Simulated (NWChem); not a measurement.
Molecule: GaH$_{3}$O$_{2}$; SMILES [OH][GaH][OH]

```xyz
6

Ga    -0.3364    -0.0107     0.0000
H     -1.8945    -0.0641     0.0000
O      0.6169    -1.5333     0.0000
H      1.5747    -1.3474     0.0000
O      0.7040     1.4652     0.0000
H      0.1822     2.2884     0.0000
```
Atoms are numbered in this order, from 1.

Results from NWChem. The geometry was optimised at PBE-D3(BJ)/def2-SVP.

Q: Taking B3LYP/pcseg-2 as the yardstick, which of these has the fewest basis functions while keeping “highest occupied level (eV)” within 0.2 eV of it: B3LYP/STO-3G; B3LYP/aug-pcseg-1; B3LYP/def2-SVP; B3LYP/pcseg-1?

A: B3LYP/pcseg-1 (a larger set in the list lies outside the tolerance).
| level | basis functions | highest occupied level (eV) |
|---|---|---|
| B3LYP/STO-3G | 31 | -1.27 |
| B3LYP/pcseg-1 | 70 | -8.33 |
| B3LYP/def2-SVP | 75 | -8.04 |
| B3LYP/aug-pcseg-1 | 109 | -8.51 |
| B3LYP/pcseg-2 | 145 | -8.46 |

The yardstick is one finite set, not the basis-set limit.
